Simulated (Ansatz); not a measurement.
Start from `BC(=C)Cl` and change one element to get `BC(=C)Br`.

Ansatz, PBE0-D4/def2-TZVP geometries, multiplicity 1. 

Scalar relativity is left out up to krypton.

```csv
property,`BC(=C)Cl`
HOMO energy (PBE0/def2-TZVPP) / eV,-7.88
HOMO–LUMO gap (PBE0/def2-TZVPP) / eV,5.40
LUMO energy (PBE/def2-TZVPP) / eV,-3.45
HOMO energy (B3LYP/def2-TZVPP) / eV,-7.64
HOMO–LUMO gap (ωB97M-V/def2-TZVPP) / eV,9.59
zero-point energy (PBE0-D4/def2-TZVP) / kJ/mol,141.4
```

(1) What does the change do to each property? (Best estimate.)

Results:

(1) The calculation gave: 
```json
{"property": "HOMO energy (PBE0/def2-TZVPP) / eV", "`BC(=C)Br`": "-7.66", "shift": "0.22"}
{"property": "HOMO–LUMO gap (PBE0/def2-TZVPP) / eV", "`BC(=C)Br`": "5.12", "shift": "-0.28"}
{"property": "LUMO energy (PBE/def2-TZVPP) / eV", "`BC(=C)Br`": "-3.50", "shift": "-0.05"}
{"property": "HOMO energy (B3LYP/def2-TZVPP) / eV", "`BC(=C)Br`": "-7.42", "shift": "0.22"}
{"property": "HOMO–LUMO gap (ωB97M-V/def2-TZVPP) / eV", "`BC(=C)Br`": "9.30", "shift": "-0.29"}
{"property": "zero-point energy (PBE0-D4/def2-TZVP) / kJ/mol", "`BC(=C)Br`": "139.9", "shift": "-1.5"}
```

With PBE0 the HOMO rises by 0.22 eV and the LUMO falls by 0.05 eV, so the gap narrows by about 0.27 eV. PBE moves the HOMO by 0.20 eV and ωB97M-V by 0.24 eV.

B3LYP here is the variant with VWN-RPA as its local correlation; programs differ in this.

Spin–orbit coupling is left out; it splits and shifts lone-pair levels of the heavy atoms by tenths of an eV.
